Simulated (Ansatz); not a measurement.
Mulliken charges of C₂H₅ClZn (`C[CH2][Zn][Cl]`) from ωB97M-V/def2-TZVPP in Ansatz (PBE0-D4/def2-TZVP geometry).

```json
{"atom": "C1", "x (Å)": "0.432", "y (Å)": "1.100", "z (Å)": "-0.045", "charge (e)": "-0.334"}
{"atom": "C2", "x (Å)": "-0.618", "y (Å)": "0.003", "z (Å)": "-0.191", "charge (e)": "-0.309"}
{"atom": "Zn3", "x (Å)": "-0.015", "y (Å)": "-1.784", "z (Å)": "0.263", "charge (e)": "0.415"}
{"atom": "Cl4", "x (Å)": "0.645", "y (Å)": "-3.728", "z (Å)": "0.758", "charge (e)": "-0.326"}
{"atom": "H5", "x (Å)": "0.023", "y (Å)": "2.078", "z (Å)": "-0.318", "charge (e)": "0.106"}
{"atom": "H6", "x (Å)": "1.300", "y (Å)": "0.925", "z (Å)": "-0.685", "charge (e)": "0.105"}
{"atom": "H7", "x (Å)": "0.801", "y (Å)": "1.181", "z (Å)": "0.981", "charge (e)": "0.105"}
{"atom": "H8", "x (Å)": "-1.488", "y (Å)": "0.216", "z (Å)": "0.438", "charge (e)": "0.119"}
{"atom": "H9", "x (Å)": "-0.992", "y (Å)": "-0.038", "z (Å)": "-1.219", "charge (e)": "0.119"}
```

Q: By hand: the dipole of these point charges (1 e Å = 4.8032 D).

A: Σ q r = (-0.242, 0.569, -0.159) e Å, of length 0.638 e Å = 3.06 D.

Q: How does the dipole of the full density compare? (Estimate.)

A: Ansatz gave: (-0.171, 0.497, -0.127) e Å, 2.60 D; the point charges give 1.18 times that, at 4° from its direction.

Point charges leave out the atoms' own dipoles, such as those of lone pairs, and Mulliken's split depends on the basis, so the two needn't agree.
